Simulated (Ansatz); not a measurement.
Geometry optimisation, Ansatz 0.2.0, RKS BLYP-D4/def2-mTZVP.

Input:

```yaml
crystal:
  periodic: [false, false, false]
  atoms:
    - { symbol: O, position_ang: [-0.9983, 1.0228, -0.6211] }
    - { symbol: B, position_ang: [-0.0499, 0.533, 0.2909] }
    - { symbol: C, position_ang: [0.7194, -0.7703, -0.0533] }
    - { symbol: S, position_ang: [0.5945, -1.48, -1.2629] }
    - { symbol: H, position_ang: [-1.8955, 0.6382, -0.3696] }
    - { symbol: H, position_ang: [0.1734, 1.1232, 1.3008] }
    - { symbol: H, position_ang: [1.5176, -1.1349, 0.6695] }
basis:
  gaussian: { orbitals: def2-mTZVP }
hamiltonian:
  xc: blyp
  dispersion: d4
relax:
  f_tol: 0.015
  max_steps: 40
output:
  orbitals: {}
```

Command:

```bash
$ ansatz run input.yaml --threads 2 --pin off --max-ram 3072MiB --backend cpu --events-out ev --progress --plain --runs-dir out
```

Task: Where does it end, and by what steps?

Result: The run converged. After 38 steps the energy has fallen by 2.500 eV; H6 moved furthest, 2.01 Å. The start is strongly strained (largest force component 14 eV/Å).

```csv
step,energy less start (eV),largest force component (eV/Å),accepted
0,0.0000,14.429,yes
2,-1.7314,1.093,yes
4,-2.0627,1.565,yes
6,-2.2982,1.373,yes
8,-2.4241,0.280,yes
10,-2.4373,0.333,yes
12,-2.4436,0.105,yes
14,-2.4491,0.028,yes
16,-2.4493,0.113,yes
18,-2.4505,0.186,no
20,-2.4513,0.038,yes
22,-2.4528,0.105,yes
24,-2.4498,0.360,no
26,-2.4620,0.092,yes
28,-2.4700,0.150,yes
30,-2.4847,0.233,yes
32,-2.4821,0.817,no
34,-2.4958,0.279,no
36,-2.4989,0.088,yes
38,-2.5002,0.012,yes
```

```xyz
7
Properties=species:S:1:pos:R:3
O -0.483 1.404 -0.342
B -0.407 0.151 0.205
C 0.835 -0.718 -0.211
S 1.036 -2.285 0.269
H -1.274 1.904 -0.061
H -1.245 -0.256 0.955
H 1.600 -0.269 -0.861
```

Whether the end is a true minimum wasn't checked by a vibrational analysis.

Run time: 68 s on 2 threads of Arm Neoverse V1 (shared host), peak memory 0.16 GiB.
